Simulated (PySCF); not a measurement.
Two species compared at the same levels of theory.

First species: C5H5ClO.
SMILES: `O=C1CC=C1CCl`

Second species: C6H13NO.
Cartesian coordinates in Å at the GFN2-xTB level; atoms count from 1:
```
atom  x, y, z in Å
C1     2.9368   -0.5618   -0.0016
C2     1.4562   -0.8685    0.1450
O3     1.0342   -1.9800    0.3833
N4     0.6752    0.2229   -0.0147
C5    -0.7838    0.2527    0.1069
C6    -1.2337    1.6900   -0.1528
C7    -1.1811   -0.1823    1.5203
C8    -1.4015   -0.6901   -0.9291
H9     3.5036   -1.4796    0.1211
H10    3.2455    0.1523    0.7591
H11    3.1420   -0.1413   -0.9835
H12    1.1274    1.1033   -0.2011
H13   -2.3152    1.7587   -0.0759
H14   -0.9416    2.0099   -1.1514
H15   -0.7952    2.3687    0.5764
H16   -2.2615   -0.1611    1.6322
H17   -0.7376    0.4812    2.2598
H18   -0.8277   -1.1931    1.7015
H19   -1.0418   -1.7008   -0.7604
H20   -1.1242   -0.3823   -1.9352
H21   -2.4848   -0.6821   -0.8455
```

Levels: PBE0/pcSseg-1 for dipole moment, HOMO energy, LUMO energy and HOMO–LUMO gap; GFN2-xTB for rotational constant A and rotational constant C. Geometries: GFN2-xTB. Each species is one conformer at its optimised geometry, gas phase, non-relativistic unless stated. Electronic properties by PySCF.

Dipoles, sizes and rotational constants follow the conformer. The torsions of the flexible species, by atom-mapped SMILES:
- `[O:1]=[C:2]1[CH2:3][CH:4]=[C:5]1[CH2:6][Cl:7]`: C4–C5–C6–Cl7 0°
- `[CH3:1][C:2](=[O:3])[NH:4][C:5]([CH3:6])([CH3:7])[CH3:8]`: C1–C2–N4–C5 -178°, C2–N4–C5–C6 180°

```json
{"property": "dipole moment", "column X": "1.71 D", "column Y": "3.66 D"}
{"property": "HOMO energy", "column X": "-7.54 eV", "column Y": "-7.09 eV"}
{"property": "LUMO energy", "column X": "-1.64 eV", "column Y": "0.92 eV"}
{"property": "HOMO–LUMO gap", "column X": "5.90 eV", "column Y": "8.01 eV"}
{"property": "rotational constant A", "column X": "5.411 GHz", "column Y": "3.311 GHz"}
{"property": "rotational constant C", "column X": "1.008 GHz", "column Y": "1.256 GHz"}
```

(1) Which column belongs to which species?

(2) How does each property change from the first species to the second?

Answers

(1) Column X is the first species and column Y the second. The first has 12 atoms and 60 electrons, the second 21 and 64.

(2) dipole moment +1.95 D; HOMO energy +0.45 eV; LUMO energy +2.56 eV; HOMO–LUMO gap +2.11 eV; rotational constant A -2.100 GHz; rotational constant C +0.248 GHz.

On the first: A dipole of 1.71 D is allowed in Cs, and pure rotational transitions are dipole-allowed. In atomic units the dipole is 0.67 e·bohr (1 au = 2.5417 D).

On the second: In atomic units the dipole is 1.44 e·bohr (1 au = 2.5417 D).
